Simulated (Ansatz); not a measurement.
Si3O4⁻. Total charge -1; doublet. Geometry r2SCAN-D4/def2-SVPD, basis def2-TZVPD, Ansatz.

```xyz
7

Si   -1.0894   -0.3873   -0.7149
Si   -0.0459    1.1097    0.9892
Si    1.4363   -2.0761   -1.8587
O     0.1857   -1.5912   -0.9005
O    -0.0228    1.0992   -0.6585
O    -0.9921   -0.2348    1.1001
O     0.5282    2.0807    2.0433
```

```
run  HOMO (eV)  LUMO (eV)
  A      -0.98       1.16
  B      -3.57       3.89
  C      -1.20       1.24
  D      -0.24       0.51
  E       0.05       0.38
```

Another isomer (doublet) lies 0.86 eV lower at PBE0-D4/def2-TZVPD; other spin states weren't run for this one.

HOMO and LUMO are taken over both spins.

Task: The runs used HF, PBE, PBE0, r2SCAN, r2SCAN0. Estimate which is which.

Result: A PBE0 (25 % exact exchange); B HF (100 % exact exchange); C r2SCAN0 (25 % exact exchange); D r2SCAN (0 % exact exchange); E PBE (0 % exact exchange). Exact exchange lowers occupied and raises empty levels; among semilocal functionals meta-GGAs tend to open the gap a little, and such runs are hard to tell apart. The gap grows from 0.33 eV (PBE) to 7.46 eV (HF). At PBE-D4/def2-TZVPD the highest occupied level of the charge -1 doublet lies above zero (up to 0.05 eV). The electron is either unbound and held by the finite basis, or the level is raised by self-interaction error.
